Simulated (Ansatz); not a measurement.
MoO2, relaxed as a triplet with UKS r2SCAN-D4/def2-TZVP in Ansatz, starting from the r2SCAN-D4/def2-TZVP geometry of the neutral singlet. Force threshold 0.02 eV/Å.

In the def2 sets Mo takes a core potential; there is no spin–orbit coupling. The structure comes from a short search, and lower isomers may exist.

Start:

```xyz
3

Mo   -0.427    0.179    0.505
O     1.076   -0.547    0.638
O    -0.650    0.368   -1.143
```

Problem. Estimate the energy that the relaxation releases and the steps that it takes.

Solution. 0.11 eV, in 4 steps; 12 s on 4 threads of Arm Neoverse V1 on a shared host. No frequencies were taken in this run, so the end may be a saddle point.

Problem. Does the start keep its bonding and symmetry?

Solution. By distances, no bond broke or formed. The bond that changes most is Mo1–O3, from 1.67 to 1.69 Å (atoms count from 1). Point group C2v at the start, C2v at the end, both within 0.05 Å.

Problem. Predict the relaxed structure.

Solution. 
```xyz
3

Mo   -0.387    0.162    0.458
O     1.117   -0.570    0.724
O    -0.730    0.409   -1.182
```
Bond lengths: 2 × Mo–O 1.69 Å.
